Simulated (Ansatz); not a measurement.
Two isomers of CH6F2Si2: A = `F[SiH](F)C[SiH3]`, B = `F[SiH2]C[SiH2]F`.

Program: Ansatz. Geometries: PBE0-D4/def2-TZVP. ΔE: electronic, gas phase. CBS: MP2 limit from def2 TZ/QZ plus the TZ coupled-cluster correction, frozen cores. Functionals use def2-TZVPP. B3LYP here is the variant with VWN-RPA as its local correlation; programs differ in this. One conformer a species, not always the lowest.

Q: Which isomer does CCSD(T)/CBS put lower? Give the gap. (Estimate.)

A: Computed: A, by 22.1 kJ/mol.

Q: Give E(B) − E(A) in kJ/mol with CCSD/def2-TZVPP, B3LYP-D4, B2PLYP, HF/def2-TZVPP, MP2/def2-TZVPP, CCSD(T)/def2-TZVPP, ωB97M-V. (Estimate.)

A: The calculation gave: CCSD/def2-TZVPP 23.2, B3LYP-D4 23.1, B2PLYP 21.6, HF/def2-TZVPP 20.2, MP2/def2-TZVPP 22.3, CCSD(T)/def2-TZVPP 23.7, ωB97M-V 23.1. None reverses the order clearly.

Largest T1 diagnostic: 0.011.
